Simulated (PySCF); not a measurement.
## Sc(2+): ionisation energy

Sc(2+) [Ar] 3d1 (2D) → Sc(3+) [Ar] (1S), as a difference of total energies. All numbers are calculated (PySCF 2.14, scalar relativity by spin-free X2C-1e, in x2c-TZVPPall (6s5p4d2f1g, 64 functions)). Correlated levels: valence and next inner shell: [Ne] frozen. The calculations carry no spin-orbit coupling.

| method | ionisation energy (eV) |
| --- | --- |
| UHF | 23.793 |
| MP2 (valence and next inner shell) | 23.954 |
| SCS-MP2 (valence and next inner shell) | 23.934 |
| CCSD (valence and next inner shell) | 23.967 |
| CCSD(T) (valence and next inner shell) | 23.982 |

Task: How much does correlation contribute at CCSD(T) (valence and next inner shell)?

Result: 23.982 − (23.793) = 0.189 eV, measured against UHF.

A first-order spin-orbit estimate (lowest level to lowest level, LS coupling) adds 0.015 eV.

Errors of the correlated levels include the incompleteness of this basis and the frozen core.

For comparison: 24.757 eV (measured; NIST Atomic Spectra Database, ionization energies).
